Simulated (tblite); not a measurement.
Compound: C8H9NS.
Z-matrix (Å and degrees, GFN2-xTB geometry), rows numbered from 1:
```
C 
C   1  1.5296
C   2  1.4968  1  110.92
C   3  1.3596  2  125.51  1   103.11
S   4  1.7399  3  114.81  2  -178.29
C   5  1.7287  4   90.07  3     0.28
C   6  1.4068  5  140.84  4   179.87
C   7  1.3707  6  105.74  5   179.98
N   8  1.3671  7  110.09  6     0.06
C   9  1.3616  8  108.47  7    -0.07
H   1  1.0873  2  110.06  3   -61.18
H   1  1.0878  2  110.79  3    58.46
H   1  1.0875  2  110.53  3   178.87
H   2  1.0937  1  109.60  3  -120.78
H   2  1.0912  1  109.44  3   120.81
H   4  1.0724  3  127.15  2     2.04
H   7  1.0707  6  127.45  5     0.08
H   8  1.0724  7  129.10  6   179.88
H   9  1.0054  8  125.46  7  -179.41
```

Method: GFN2-xTB as coded in tblite; computed harmonic values from a numerical Hessian at the method's own geometry, unscaled. The method is semi-empirical: single wavenumbers can be off by several per cent or more. One conformer, not necessarily the lowest.

Harmonic wavenumbers (cm⁻¹): 52.0, 113.6, 169.3, 225.0, 234.0, 259.7, 330.5, 418.8, 472.2, 519.9, 535.4, 578.2, 581.4, 639.4, 650.3, 735.5, 766.3, 807.7, 814.7, 847.2, 872.8, 937.0, 1012.1, 1064.2, 1074.2, 1079.7, 1119.5, 1136.9, 1176.4, 1227.2, 1250.3, 1318.5, 1339.5, 1406.9, 1409.5, 1413.1, 1481.9, 1498.1, 1500.9, 1505.6, 1542.1, 1565.0, 2954.2, 2991.0, 3032.6, 3035.0, 3043.5, 3155.9, 3157.7, 3183.4, 3487.9.

A = 1648, B = 1147, C = 715.3 MHz; mass 151.046 u (most abundant isotopes); point group C1, symmetry number 1.

What is the zero-point energy?

½Σν̃ = 32862 cm⁻¹ = 93.96 kcal/mol.

Entropy at 400 K, 1 bar (ideal gas, RRHO, classical rotation)?

Translation 42.43, rotation 30.73, vibration 33.91: S = 107.1 cal/(mol K).

And Cp and H(400 K) − H(0)?

Cp = 48.42 cal/(mol K), of which vibrations give 40.47 (their classical limit is 51 R = 101.3); H(400 K) − H(0) = 10.77 kcal/mol without the zero-point energy, 7.59 from vibrations.

Blend soft modes into free rotors: weight 1/[1 + (100 cm⁻¹/ν̃)⁴] for the oscillator and the rest for a rotor with moment μB/(μ + B), μ = h/(8π²ν), B = 10⁻⁴⁴ kg m². What vibrational entropy results?

32.16 cal/(mol K) in place of 33.91, which changes −T·S at 400 K by +0.70 kcal/mol.

How do the functions run with temperature in this model?

```tsv
T (K)	S (cal/(mol K))	Cp (cal/(mol K))	H − H(0) (kcal/mol)	G − H(0) (kcal/mol)	ln q(vib)
50	58.5	11.2	0.46	-2.46	0.30
100	67.7	16.0	1.14	-5.63	1.06
298.15	94.5	37.5	6.38	-21.79	5.14
373.15	103.8	45.7	9.51	-29.23	6.88
500	118.9	57.5	16.08	-43.36	9.93
750	145.4	73.3	32.59	-76.49	15.99
1000	168.0	83.2	52.24	-115.75	21.76
```

q(vib) and H(0) count from the zero-point level.

Which modes carry the vibrational entropy at 400 K?

52.0 cm⁻¹: 5.32; 113.6 cm⁻¹: 3.78; 169.3 cm⁻¹: 3.00; 225.0 cm⁻¹: 2.46; 234.0 cm⁻¹: 2.39; 259.7 cm⁻¹: 2.19 cal/(mol K); the other 45 give 14.76 together.

Hindered rotation and anharmonicity are outside this model. Other conformers, if any are populated, would add a mixing term that is left out. The structure is chiral; the term R ln 2 for an equal mix with its mirror image is left out.
